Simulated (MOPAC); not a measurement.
MOPAC input (PM7):

```
PM7 1SCF UHF MS=0.5 GEO-OK AUX(PRECISION=9) THREADS=1
H2B

B     0.14414957 1   -0.00616732 1   -0.00768719 1
H    -0.40731316 1   -1.05719127 1   -0.00044344 1
H    -0.31343467 1    1.08802789 1    0.03887940 1
```

Problem. What heat of formation does the run end on, and which ionisation energy by Koopmans theorem?

Solution. 79.71 kcal/mol; 7.51 eV.
